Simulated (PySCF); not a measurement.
A structure optimised at PBE-D3(BJ)/def2-TZVPD, used in a PySCF frequency run:

```
Ge
H 1 1.6307
H 1 1.6307 2 91.71
H 1 1.6307 2 91.71 3 91.77
```
Charge -1, spin multiplicity 1.

**Question.** Write its SMILES, formula and point group.

**Answer.** [GeH3-], GeH₃, C3v

**Question.** What are its rotational constants (standard atomic weights)?

**Answer.** 97.558, 97.558, 91.529 GHz
